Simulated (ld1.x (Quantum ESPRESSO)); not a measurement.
# S (Z = 16): one change to a TM potential, before and after

ld1.x (Quantum ESPRESSO) 7.5 input, shortened:

```
&input
   title='S', zed=16., rel=1, dft='PBE', iswitch=3,
   config='[Ne] 3s1.5 3p4.5'
 /
 &inputp
   pseudotype=2, tm=.true., lloc=0,
   nlcc=.true., rcore=1.00
 /
2
3P  2  1   4.50   0.00  1.55  1.55  0.0
3S  1  0   1.50   0.00  1.45  1.45  0.0
 &test
   configts(1)='3s1.5 3p4.5'
 /
```

All-electron outer shells of the reference configuration (PBE, scalar-relativistic, ld1.x):

```csv
shell,level (eV),outermost node (bohr),outermost maximum (bohr)
2s,-212.44,0.13,0.39
2p,-157.23,–,0.33
3s,-17.60,0.60,1.40
3p,-7.29,0.58,1.59
```

Change: wave 3p (bound): rc 1.55 bohr becomes 3p (bound): rc 1.04 bohr.

Cutoffs: the cutoffs (Ry, on a coarse ladder) from which the occupation-weighted sum of valence levels, in a spherical-Bessel basis at the reference potential, stays within 10 and 1 mRy of its value at 400 Ry; they do not see the model core or the augmentation charge, which bear on the density cutoff. Errors are all-electron minus pseudo energies relative to the spin-unpolarised reference configuration.

**Question.** Predict the effect on cutoff, ghosts and configuration errors.

**Answer.** The potential gets harder (35 Ry and 60 Ry → 120 Ry and 260 Ry); of the 7 tests that both files solve, the error grows in 4 and shrinks in 1 by more than 15 % and 0.3 meV (median size 4.1 → 7.0 meV); neither file shows a bound ghost. A smaller radius makes the pseudo-wave follow the all-electron one further in, where it bends more sharply, so more plane waves are needed.

```tsv
quantity	base	changed
cutoff, loose	35 Ry	120 Ry
cutoff, tight	60 Ry	260 Ry
loose cutoff by channel (10 mRy a level)	p 10 Ry, s 21 Ry	p 100 Ry, s 21 Ry
bound ghosts	none	none
error for 3s2 3p4, meV [ΔE -5.14 eV]	0.0	+1.3
error for 3s2 3p3, meV [ΔE 6.63 eV]	+1.9	+4.3
error for 3s2 3p2, meV [ΔE 28.91 eV]	+21	+23
error for 3s2 3p3.5, meV [ΔE -0.48 eV]	-0.2	+1.6
error for 3s2 3p0, meV [ΔE 109.75 eV]	+201	+138
error for 3s2 3p1, meV [ΔE 62.95 eV]	+78	+69
error for 3s1 3p4, meV [ΔE 17.51 eV]	+4.1	+7.0
```
